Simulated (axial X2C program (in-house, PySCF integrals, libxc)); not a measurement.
## GeSe: computed against measured constants

Computed with an in-house relativistic program for diatomic molecules. Spin-free means the one-electron spin-free X2C Hamiltonian; two-component (2c) means X2C with spin–orbit coupling and atomic mean-field two-electron Coulomb and Gaunt terms, so the difference of the two also holds small scalar two-electron terms. Basis: Se dyall-v3z [8s9p6d1f], Ge dyall-v3z [9s9p7d1f] (cores contracted in-house); Gaussian nuclei, density fitting, unrestricted open shells. Masses: Se 79.917 u, Ge 73.921 u.

```json
{"Hamiltonian": "spin-free", "level": "PBE0", "Re (Å)": "2.134", "ωe (cm⁻¹)": "413.2", "ωexe (cm⁻¹)": "0.749", "De (eV)": "5.05"}
{"Hamiltonian": "spin-free", "level": "HF", "Re (Å)": "2.118", "ωe (cm⁻¹)": "440.0", "ωexe (cm⁻¹)": "0.714", "De (eV)": "2.72"}
{"Hamiltonian": "spin-free", "level": "MP2", "Re (Å)": "2.143", "ωe (cm⁻¹)": "409.5", "ωexe (cm⁻¹)": "0.729", "De (eV)": "5.06"}
{"Hamiltonian": "spin-free", "level": "PBE50", "Re (Å)": "2.112", "ωe (cm⁻¹)": "434.7", "ωexe (cm⁻¹)": "0.729", "De (eV)": "4.76"}
{"Hamiltonian": "spin-free", "level": "B97-3", "Re (Å)": "2.145", "ωe (cm⁻¹)": "407.9", "ωexe (cm⁻¹)": "0.737", "De (eV)": "5.04"}
{"Hamiltonian": "2c", "level": "PBE0", "Re (Å)": "2.135", "ωe (cm⁻¹)": "412.3", "ωexe (cm⁻¹)": "0.753", "De (eV)": "n/a"}
{"Hamiltonian": "2c", "level": "HF", "Re (Å)": "2.119", "ωe (cm⁻¹)": "438.8", "ωexe (cm⁻¹)": "0.721", "De (eV)": "n/a"}
{"Hamiltonian": "2c", "level": "MP2", "Re (Å)": "2.144", "ωe (cm⁻¹)": "409.1", "ωexe (cm⁻¹)": "0.723", "De (eV)": "n/a"}
{"Hamiltonian": "2c", "level": "PBE50", "Re (Å)": "2.113", "ωe (cm⁻¹)": "433.7", "ωexe (cm⁻¹)": "0.734", "De (eV)": "n/a"}
{"Hamiltonian": "2c", "level": "B97-3", "Re (Å)": "2.147", "ωe (cm⁻¹)": "407.0", "ωexe (cm⁻¹)": "0.741", "De (eV)": "n/a"}
```

De refers to Se + Ge.

Correlated methods: 20 electrons correlated (number of frozen shells: Se 3 s, 2 p, 1 d; Ge 3 s, 2 p), 176 virtual spin orbitals or spinors in MP2.

Measured (Huber and Herzberg, Constants of Diatomic Molecules, 1979; state 1Σ+): Re (Å) 2.13463, ωe (cm⁻¹) 408.7, ωexe (cm⁻¹) 1.36.

Q: Work out the error of each level, computed minus measured.

A: 

```csv
Hamiltonian,level,Re (Å),ωe (cm⁻¹),ωexe (cm⁻¹)
spin-free,PBE0,-0.001,4.5,-0.61
spin-free,HF,-0.017,31.3,-0.65
spin-free,MP2,0.008,0.8,-0.63
spin-free,PBE50,-0.023,26.0,-0.63
spin-free,B97-3,0.010,-0.8,-0.62
2c,PBE0,0.000,3.6,-0.61
2c,HF,-0.016,30.1,-0.64
2c,MP2,0.009,0.4,-0.64
2c,PBE50,-0.022,25.0,-0.63
2c,B97-3,0.012,-1.7,-0.62
```

Occupations by symmetry block were frozen at the best pattern of an incomplete PBE0 search. The closed shell is kept restricted, so the energy runs too high when the bond is stretched far. De is counted from the lowest determinant-based energies of the atoms at the same level, without counterpoise correction. De is not given where an atomic determinant may have missed its ground term or J level, or where the truncated virtual space spoils (T). Without a current term, density functionals place determinants with orbital angular momentum somewhat too high.
